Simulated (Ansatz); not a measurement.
Geometry optimisation, RKS r2SCAN-D4/STO-3G in Ansatz.

Input:

```yaml
crystal:
  periodic: [false, false, false]
  atoms:
    - { symbol: "N", position_ang: [-1.6338, 0.3668, 1.195] }
    - { symbol: C, position_ang: [-0.7925, -0.351, 0.6602] }
    - { symbol: C, position_ang: [-0.057, 0.1031, -0.5713] }
    - { symbol: "N", position_ang: [0.7964, -0.9972, -1.156] }
    - { symbol: B, position_ang: [0.9844, 1.2747, -0.197] }
    - { symbol: F, position_ang: [2.0398, 1.0747, 0.7789] }
    - { symbol: H, position_ang: [-2.1862, 0.1066, 2.0148] }
    - { symbol: H, position_ang: [-0.5614, -1.3107, 1.0864] }
    - { symbol: H, position_ang: [-0.7401, 0.5066, -1.2688] }
    - { symbol: H, position_ang: [1.30559, -0.47524, -1.97026] }
    - { symbol: H, position_ang: [0.1949, -1.67977, -1.62538] }
    - { symbol: H, position_ang: [0.8684, 2.3584, -0.6485] }
basis:
  gaussian: { orbitals: STO-3G }
hamiltonian:
  xc: r2scan
  dispersion: d4
relax:
  f_tol: 0.015
  max_steps: 40
output:
  orbitals: {}
```

Launched with:

```bash
$ ansatz run input.yaml --threads 1 --pin off --max-ram 2048MiB --backend cpu --events-out ev --progress --plain --runs-dir out
```

Task: Where does it end, and by what steps?

Result: The forces met the threshold. Limits of this set-up: minimal basis. After 24 steps the energy has fallen by 1.446 eV; F6 moved furthest, 0.93 Å.

```
step  energy less start (eV)  largest force component (eV/Å)  accepted
   0                  0.0000                           6.414       yes
   1                 -0.9795                           3.366       yes
   2                 -1.1901                           2.022       yes
   3                 -1.2727                           1.266       yes
   4                 -1.3642                           0.269       yes
   5                 -1.3773                           0.233       yes
   6                 -1.3888                           0.247       yes
   7                 -1.3972                           0.216       yes
   8                 -1.3973                           0.973       yes
   9                 -1.4129                           0.454       yes
  10                 -1.4096                           0.480        no
  11                 -1.4245                           0.096       yes
  12                 -1.4271                           0.066       yes
  13                 -1.4288                           0.481       yes
  14                 -1.4339                           0.183       yes
  15                 -1.4380                           0.209       yes
  16                 -1.4406                           0.200       yes
  17                 -1.4424                           0.148       yes
  18                 -1.4441                           0.094       yes
  19                 -1.4453                           0.103       yes
  20                 -1.4458                           0.096       yes
  21                 -1.4461                           0.069       yes
  22                 -1.4464                           0.023       yes
  23                 -1.4464                           0.029       yes
  24                 -1.4465                           0.010       yes
```

```xyz
12
Properties=species:S:1:pos:R:3
N -1.980 0.303 0.863
C -0.785 -0.216 0.675
C 0.042 0.165 -0.569
N 0.774 -1.094 -1.042
B 1.082 1.306 -0.133
F 2.366 1.048 -0.097
H -2.328 -0.115 1.793
H -0.272 -0.938 1.347
H -0.671 0.592 -1.311
H 1.294 -0.769 -1.911
H 0.007 -1.686 -1.480
H 0.690 2.382 0.163
```

The run took 2 min on 1 thread of Arm Neoverse V1 (shared host), peak memory 0.17 GiB.
